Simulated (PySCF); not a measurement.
A structure optimised at B3LYP-D3(BJ)/def2-SVP, used in a PySCF frequency run:

```xyz
9

Ti     0.0000     0.0000     0.0000
O      0.3506    -1.4157    -1.0516
H      1.0688    -2.0554    -0.9747
O      1.4157     0.3506     1.0516
H      2.0554     1.0688     0.9747
O     -0.3506     1.4157    -1.0516
H     -1.0688     2.0554    -0.9747
O     -1.4157    -0.3506     1.0516
H     -2.0554    -1.0688     0.9747
```

Problem. Write its SMILES, formula and point group.

Solution. [OH][Ti]([OH])([OH])[OH], H4O4Ti, S4

Problem. What are its rotational constants (standard atomic weights)?

Solution. 3.2926, 3.2926, 3.2034 GHz
